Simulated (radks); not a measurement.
Removal energies from the phosphorus ion P12+, [He] 2s1, by Delta-SCF beside the eigenvalue of the level emptied. Method: scalar-relativistic Kohn-Sham, PBEsol, spin-polarised, spherical densities, finite nucleus; Fermi nuclear charge, rms radius of each element as measured or else 0.836 A^(1/3) + 0.57 fm; computed with a radial shooting solver on a logarithmic mesh with Libxc functionals. Open shells are filled with parallel spins first.

| removed from | final configuration | Delta-SCF (eV) | -eigenvalue (eV) |
|---|---|---|---|
| 2s | [He] | 611.75 | 590.55 |
| 1s | 1s1 2s1 | 2730.7 | 2643.2 |
